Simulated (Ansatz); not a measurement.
[CrO3S]2- (CrSO₃²⁻), relaxed as a singlet with RKS r2SCAN-D4/def2-SVPD in Ansatz, starting from the GFN2-xTB (ALPB water) geometry. Force threshold 0.02 eV/Å.

A multiply charged anion in the gas phase is held together partly by the finite basis. The restricted singlet is unstable towards broken spin symmetry in Hartree–Fock (as tested in another run); at r2SCAN-D4/def2-SVPD this wasn't settled. The highest occupied level of the charge -2 singlet lies above zero (up to 3.92 eV). The electron is either unbound and held by the finite basis, or the level is raised by self-interaction error. The relaxation made no stability test and no search for a lower SCF solution.

Start:

```xyz
5

Cr   -0.1708   -0.0404    0.0423
O    -1.0671    0.7693   -1.0138
O    -0.2600   -1.6344   -0.1225
O    -0.3411    0.4634    1.5563
S     1.8391    0.4421   -0.4624
```

Problem. Estimate the energy that the relaxation releases and the steps that it takes.

Solution. 21.1 kJ/mol, in 4 steps; 10 s on 4 threads of Arm Neoverse V1 on a shared host. No frequencies were taken in this run, so the end may be a saddle point.

Problem. Does the start keep its bonding and symmetry?

Solution. By distances, no bond broke or formed. The bond that changes most is Cr1–S5, from 2.13 to 2.20 Å (atoms count from 1). Point group C3v at the start, C3v at the end, both within 0.05 Å.

Problem. Predict the relaxed structure.

Solution. 
```csv
atom,x (Å),y (Å),z (Å)
Cr1,-0.1110,-0.0270,0.0284
O2,-1.1208,0.7442,-0.9846
O3,-0.3269,-1.6323,-0.1028
O4,-0.4078,0.4406,1.5561
S5,1.9666,0.4744,-0.4971
```
Bond lengths: 3 × Cr–O 1.62 to 1.63 Å; 1 × Cr–S 2.20 Å.
